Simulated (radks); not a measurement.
Initial-state core-level shifts of the molybdenum ion Mo+ when its valence configuration changes from [Kr] 4d5. Calculated with a radial shooting solver on a logarithmic mesh with Libxc functionals: Dirac Kohn-Sham, LDA (Slater exchange, Perdew-Wang correlation), spin-unpolarised, spherical densities, finite nucleus; open shells are shared between the two j in proportion to 2j + 1; Fermi nuclear charge, rms radius 4.4091 fm. Shifts are changes of the shell-averaged eigenvalues in eV (positive: less bound); the change of the density at the nucleus, which sets a Mossbauer isomer shift, is in e/bohr^3, on a base of 9.045e+04.

| valence | 1s | 2p | 3d | 4p | density at nucleus |
|---|---|---|---|---|---|
| 4d4.5 5s0.5 | -1.593 | -1.697 | -1.684 | -1.480 | +7.987 |
| 4d4 5p1 | -4.548 | -4.738 | -4.719 | -4.262 | +1.840 |
| 4d4 5s1 | -3.308 | -3.527 | -3.494 | -3.044 | +16.840 |
| 4d4.5 5p0.5 | -2.218 | -2.306 | -2.300 | -2.099 | +0.820 |
| 4d3 5p2 | -9.537 | -9.984 | -9.904 | -8.752 | +4.514 |
| 4d2 5s2 5p1 | -12.601 | -13.395 | -13.183 | -11.199 | +45.682 |
| 4d3 5s2 | -7.107 | -7.593 | -7.490 | -6.407 | +37.585 |
| 4d1 5s2 5p2 | -18.439 | -19.608 | -19.228 | -16.075 | +54.850 |
| 5s2 5p3 | -24.587 | -26.194 | -25.583 | -20.994 | +64.873 |
